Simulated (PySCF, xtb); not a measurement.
C2H6BF2N. Atoms are numbered in the order given.

```xyz
12

C     -2.4719    -0.2942    -0.1633
C     -1.1167    -0.8332    -0.5906
N     -0.0925     0.1848    -0.6569
B      1.0033     0.3012     0.1971
F      1.2235    -0.5844     1.1663
F      1.8702     1.3028     0.0679
H     -2.4129     0.1636     0.8358
H     -2.8355     0.4743    -0.8645
H     -3.2230    -1.0982    -0.1315
H     -0.7762    -1.6000     0.1208
H     -1.2076    -1.3389    -1.5686
H     -0.2254     0.8985    -1.3633
```
Charge 0, spin multiplicity 1.

Coordinates come from a PBE0-D3(BJ)/def2-SVP optimisation. This is a generated structure with no PubChem entry under its InChIKey; it may be hypothetical. Other conformers were not sampled.

Computed with IEF-PCM-ωB97X/def2-SVP (PySCF 2.14.0).

The values are the electrostatic part of the solvation free energy, E(continuum) − E(gas) at the gas-phase geometry, in a cavity of scaled van der Waals radii (PySCF's table); cavitation and dispersion terms are not included. In vacuum the orbital gap is 13.82 eV. The dipole moment in vacuum is 2.72 D.

```
solvent              ε  ΔG(elec) (kcal/mol)  dipole (D)  gap (eV)
---------------  -----  -------------------  ----------  --------
water            78.36                 -3.5        3.22     13.95
tetrahydrofuran   7.43                 -2.9        3.13     13.93
ethanol          24.85                 -3.4        3.20     13.94
```

For comparison, GFN2-xTB/ALPB(water) (xtb, at the GFN2-xTB geometry, all terms of that model) gives -4.6 kcal/mol.
